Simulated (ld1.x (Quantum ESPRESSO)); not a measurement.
**Which change was made? (Pt, TM)**

ld1.x (Quantum ESPRESSO) 7.5 input, shortened:

```
&input
   title='Pt', zed=78., rel=1, dft='PBE', iswitch=3,
   config='[Xe] 4f14 5d9 6s1 6p0'
 /
 &inputp
   pseudotype=2, tm=.true., lloc=2,
   nlcc=.true., new_core_ps=.true., rcore=0.60
 /
3
6S  1  0   1.00   0.00  1.85  1.85  0.0
5P  2  1   6.00   0.00  1.00  1.00  0.0
5D  3  2   9.00   0.00  2.10  2.10  0.0
 &test
   configts(1)='5p6 5d9 6s1 6p0'
 /
```

Cutoffs, loose and tight: the cutoffs (Ry, on a coarse ladder) from which the occupation-weighted sum of valence levels, in a spherical-Bessel basis at the reference potential, stays within 10 and 1 mRy of its value at 400 Ry. They do not see the model core or the augmentation charge, which bear on the density cutoff. Test errors are all-electron minus pseudo excitation energies from the reference, over the configurations 5p6 5d9 6s0 6p0; 5p6 5d8 6s0 6p0; 5p6 5d7 6s0 6p0; 5p6 5d9.5 6s0.5 6p0; 5p6 5d6 6s0 6p0; 5p5 5d9 6s1 6p0; 5p6 5d9 6s0.5 6p0; variants that change the core or the reference have their own tests. The largest error is taken over the tests solved by every variant that gives reliable tests at all, those not shown here included: 5p6 5d6 6s0 6p0; 5p6 5d8 6s0 6p0; 5p6 5d9 6s0 6p0; 5p6 5d9 6s0.5 6p0; 5p6 5d9.5 6s0.5 6p0.

The base gives: outcome: generated; cutoff, loose: 140 Ry; cutoff, tight: 230 Ry; bound ghosts: p, s; largest test error (meV): -61.

Q: After one change the result is: outcome: generated; cutoff, loose: 300 Ry; cutoff, tight: over 300 Ry; bound ghosts: p, s; largest test error (meV): -77. Which change was it?
A. all radii but the core radius scaled by about 0.76 (s 1.40, p 0.76, d 1.58 bohr)
B. all radii but the core radius scaled by about 1.12 (s 2.06, p 1.12, d 2.34 bohr)
C. all radii but the core radius scaled by about 0.84 (s 1.54, p 0.84, d 1.76 bohr)

A: C. The others give: all radii but the core radius scaled by about 1.12 (s 2.06, p 1.12, d 2.34 bohr) → outcome: generated; cutoff, loose: 140 Ry; cutoff, tight: 230 Ry; bound ghosts: s, p; largest test error (meV): -26 | all radii but the core radius scaled by about 0.76 (s 1.40, p 0.76, d 1.58 bohr) → outcome: generated; bound ghosts: s; largest test error (meV): -81.
